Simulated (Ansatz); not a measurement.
`C[CH]1[NH][AlH]1`. Charge 0, multiplicity 1.

Cartesian coordinates in Å:
```
C 0.6904 -0.7926 -0.8329
C -0.2882 -0.3871 0.2406
N -0.9762 0.9362 0.0498
Al -0.0653 1.0525 1.5066
H 1.2407 -1.6917 -0.5399
H 0.1756 -1.0194 -1.7770
H 1.4191 -0.0043 -1.0421
H -0.9814 -1.2046 0.4659
H -1.5673 1.0953 -0.7494
H 0.3526 2.0158 2.6783
```

Question: List the harmonic frequencies (cm⁻¹, unscaled) at PBE0-D4/def2-TZVP in Ansatz. (An estimate is asked.)

Answer: Ansatz gave: 215, 230, 342, 430, 456, 489, 601, 757, 904, 951, 1041, 1084, 1113, 1206, 1355, 1392, 1470, 1486, 1970, 3002, 3032, 3073, 3108, 3618.

Question: Is this a minimum?

Answer: Yes, all 24 modes are real.

Question: Give the ideal-gas thermochemistry at 298.15 K and 1 bar (rigid rotor, harmonic oscillator; point group C1, symmetry number 1).

Answer: Zero-point energy 199.3 kJ/mol; H(298) − E = 216.2 kJ/mol; entropy 302.1 J/(mol·K), of which translation 162.0, rotation 103.8, vibration 36.3; G(298) − E = 126.2 kJ/mol.

Question: Rotational constants (cm⁻¹)?

Answer: 0.4573, 0.1438, 0.123.
